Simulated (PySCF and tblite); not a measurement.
The numbers below are computed, except where a source is named.
System: C₇H₆F₂, numbered as in [F:1][C:2]1=[CH:3][CH:4]=[CH:5][CH:6]=[C:7]([F:8])[CH2:9]1.

Motion: inversion of the 7-membered ring (2–3–4–5–6–7–9). GFN2-xTB gives an electronic barrier of 4.8 kcal/mol.

**Question.** What does PBE0/pcSseg-1 + D3(BJ) give on GFN2-xTB geometries?

**Answer.** A barrier of 2.8 kcal/mol, 2.1 below the tight-binding barrier (from unrounded values) and, with GFN2-xTB thermal terms, ΔG‡(298 K) = 3.0 kcal/mol and k = 3.6×10¹⁰ s⁻¹ (1 equivalent path).

Programs: tblite and PySCF.
